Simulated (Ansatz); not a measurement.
Ansatz (a program for electronic structure) input (PBE0/def2-TZVP):

Ansatz 0.2 input:
```yaml
crystal:
  periodic: [false, false, false]
  atoms:
    - {symbol: C, position_ang: [-2.21653888, -0.07656247, -0.05631835]}
    - {symbol: C, position_ang: [-0.73395441, -0.15614238, 0.10388420]}
    - {symbol: C, position_ang: [-0.00797173, -0.97803240, 0.91582098]}
    - {symbol: C, position_ang: [1.41478801, -0.79456615, 0.82612956]}
    - {symbol: C, position_ang: [1.68639938, 0.17654419, -0.06797626]}
    - {symbol: S, position_ang: [0.33071720, 0.88891058, -0.81368150]}
    - {symbol: H, position_ang: [-2.60284328, 0.91101247, 0.20531910]}
    - {symbol: H, position_ang: [-2.69087305, -0.80689452, 0.60050035]}
    - {symbol: H, position_ang: [-2.52857337, -0.29345511, -1.08032108]}
    - {symbol: H, position_ang: [-0.46832377, -1.70586370, 1.57110457]}
    - {symbol: H, position_ang: [2.14280402, -1.35481308, 1.39306031]}
basis:
  gaussian:
    orbitals: def2-TZVP
hamiltonian:
  xc: {name: PBE0}
magnetization: {spin_polarized: true, initial_magnetization: 1}
```

Output:

```
Functional definition: PBE0
integrals: 0.16 GiB planned
1391 factors; their error is unknown
mean field: 1.90 GiB planned
mean field evaluation 1: about -16078.3663 eV, gradient 5.1e1 eV
mean field evaluation 2: about -16056.1296 eV, gradient 8.2e1 eV
mean field evaluation 4: about -16090.9189 eV, gradient 7.9e0 eV
mean field evaluation 8: about -16091.2378 eV, gradient 2.8e-1 eV
mean field evaluation 16: about -16091.2606 eV, gradient 2.6e-3 eV
mean field evaluation 32: about -16091.2606 eV, gradient 1.9e-5 eV
mean field -16091.26060779 eV, -591.3429202882 hartree, gradient 1.9e-5 eV, S^2 0.764502; 2 other end points of the search recorded, 0 dependent functions left out
reference -16091.26063786 eV, -591.3429213932 hartree; 26, 25 occupied and 196, 197 virtual orbitals, 1391 factors
Total energy: -16091.26063786 eV, -591.3429213932 hartree
```

It need not be the lowest isomer of its formula.
